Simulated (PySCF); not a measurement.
A calculated (UHF, PySCF 2.14, x2c-QZVPPall, the spin-free X2C one-electron Hamiltonian (Gaussian nucleus)) atom or ion has these occupied shells.

```json
{"shell": "1s α", "electrons": "1", "orbital energy (eV)": "-466.05", "rms radius, mean of both spins (bohr)": "0.265"}
{"shell": "1s β", "electrons": "1", "orbital energy (eV)": "-461.41", "rms radius, mean of both spins (bohr)": "0.265"}
{"shell": "2s α", "electrons": "1", "orbital energy (eV)": "-62.620", "rms radius, mean of both spins (bohr)": "1.25"}
{"shell": "2p α", "electrons": "2", "orbital energy (eV)": "-49.016", "rms radius, mean of both spins (bohr)": "1.24"}
```

**Question.** Name the element and its charge.

**Answer.** N²⁺ (nitrogen, charge +2), in [He] 2s1 2p2, high-spin 4P determinant (an excited configuration).
